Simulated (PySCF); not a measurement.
# Te(3+) (tellurium, charge +3) across methods

[Kr] 4d10 5s2 5p1, 2P determinant. Computed with PySCF 2.14 in def2-TZVPPD with the def2 core potential (28 electrons) (7s6p4d2f, 59 functions), with a scalar-relativistic core potential. The B2PLYP total includes its PT2 part (frozen core); its orbital energies are those of the SCF part.

```json
{"method": "PBE0", "E (hartree)": "-265.9685", "mean ε 5s α (eV)": "-44.587", "mean ε 5s β (eV)": "-43.304", "mean ε 5p α (eV)": "-33.357", "Σ⟨r²⟩ (bohr²)": "30.69", "⟨S²⟩": "0.752"}
{"method": "r2SCAN", "E (hartree)": "-266.0511", "mean ε 5s α (eV)": "-43.542", "mean ε 5s β (eV)": "-42.399", "mean ε 5p α (eV)": "-32.492", "Σ⟨r²⟩ (bohr²)": "30.63", "⟨S²⟩": "0.753"}
{"method": "r2SCAN0", "E (hartree)": "-266.0245", "mean ε 5s α (eV)": "-44.894", "mean ε 5s β (eV)": "-43.442", "mean ε 5p α (eV)": "-33.666", "Σ⟨r²⟩ (bohr²)": "30.66", "⟨S²⟩": "0.754"}
{"method": "B3LYP", "E (hartree)": "-266.0451", "mean ε 5s α (eV)": "-44.413", "mean ε 5s β (eV)": "-43.362", "mean ε 5p α (eV)": "-33.089", "Σ⟨r²⟩ (bohr²)": "30.71", "⟨S²⟩": "0.751"}
{"method": "UHF", "E (hartree)": "-265.05597", "mean ε 5s α (eV)": "-47.855", "mean ε 5s β (eV)": "-45.202", "mean ε 5p α (eV)": "-36.458", "Σ⟨r²⟩ (bohr²)": "30.99", "⟨S²⟩": "0.757"}
{"method": "PBE", "E (hartree)": "-265.9534", "mean ε 5s α (eV)": "-43.170", "mean ε 5s β (eV)": "-42.285", "mean ε 5p α (eV)": "-32.069", "Σ⟨r²⟩ (bohr²)": "30.67", "⟨S²⟩": "0.751"}
{"method": "B2PLYP", "E (hartree)": "-265.6977", "mean ε 5s α (eV)": "-45.849", "mean ε 5s β (eV)": "-44.190", "mean ε 5p α (eV)": "-34.451", "Σ⟨r²⟩ (bohr²)": "30.82", "⟨S²⟩": "0.753"}
{"method": "LDA", "E (hartree)": "-265.5412", "mean ε 5s α (eV)": "-43.580", "mean ε 5s β (eV)": "-42.815", "mean ε 5p α (eV)": "-32.178", "Σ⟨r²⟩ (bohr²)": "30.67", "⟨S²⟩": "0.751"}
{"method": "r2SCANh", "E (hartree)": "-266.0404", "mean ε 5s α (eV)": "-44.084", "mean ε 5s β (eV)": "-42.817", "mean ε 5p α (eV)": "-32.961", "Σ⟨r²⟩ (bohr²)": "30.64", "⟨S²⟩": "0.753"}
```

Energies and moments cover only the electrons outside the core potential.
